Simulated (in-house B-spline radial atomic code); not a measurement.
Ionisation energies with and without relativity, with size and susceptibility from the Dirac run. Dirac energy differences include first-order Breit, QED and recoil terms. NIST's values go from ground level to ground level; the uncertainty of those that are theory runs from under 0.1 % in few-electron ions to several per cent in heavy many-electron ones. Computed with a B-spline radial code for spherical atoms: non-relativistic Hartree-Fock and Dirac-Hartree-Fock, averages of the configuration (point nuclei without relativity, finite nuclei with it).

```csv
ion,configuration,configuration after,ionisation non-relativistic (eV),ionisation Dirac Breit and QED (eV),tabulated value (eV),radius at density 0.001 (bohr),diamagnetic susceptibility (10⁻⁶ cm³/mol)
B2+,[He] 2s1,1s2,37.82,37.82,37.93059,2.865,-2.7008
C2+,[He] 2s2,[He] 2s1,45.78,45.80,47.88778,2.805,-3.6569
Sc2+,[Ar] 3d1,[Ne] 3s2 3p6,23.88,23.74,24.75684,3.081,-12.843
Fe2+,[Ar] 3d6,[Ar] 3d5,31.95,31.72,30.651,2.969,-12.614
Cu2+,[Ar] 3d9,[Ar] 3d8,?,?,?,?,?
Zr2+,[Kr] 4d2,[Kr] 4d1,21.86,21.53,23.17,3.635,-24.048
Ag2+,[Kr] 4d9,[Kr] 4d8,?,?,?,?,?
Cd2+,[Kr] 4d10,[Kr] 4d9,?,?,?,?,?
Pr2+,[Xe] 4f3,[Xe] 4f2,21.26,18.02,21.6237,3.621,-33.67
Eu2+,[Xe] 4f7,[Xe] 4f6,23.87,20.05,24.84,3.46,-31.426
Dy2+,[Xe] 4f10,[Xe] 4f9,25.11,20.77,22.89,3.359,-29.881
Lu2+,[Xe] 4f14 6s1,[Xe] 4f14,18.71,19.94,20.9594,4.128,-34.173
```

(1) Fill in the row of Cu2+.

(2) Fill in the row of Ag2+.

(3) Fill in the row of Cd2+.

Results:

(1) ionisation non-relativistic (eV): 36.14; ionisation Dirac Breit and QED (eV): 35.84; tabulated value (eV): 36.841; radius at density 0.001 (bohr): 2.829; diamagnetic susceptibility (10⁻⁶ cm³/mol): -11.91.

(2) ionisation non-relativistic (eV): 34.85; ionisation Dirac Breit and QED (eV): 34.30; tabulated value (eV): 34.8; radius at density 0.001 (bohr): 3.248; diamagnetic susceptibility (10⁻⁶ cm³/mol): -23.452.

(3) ionisation non-relativistic (eV): 36.69; ionisation Dirac Breit and QED (eV): 36.10; tabulated value (eV): 37.468; radius at density 0.001 (bohr): 3.186; diamagnetic susceptibility (10⁻⁶ cm³/mol): -23.077.
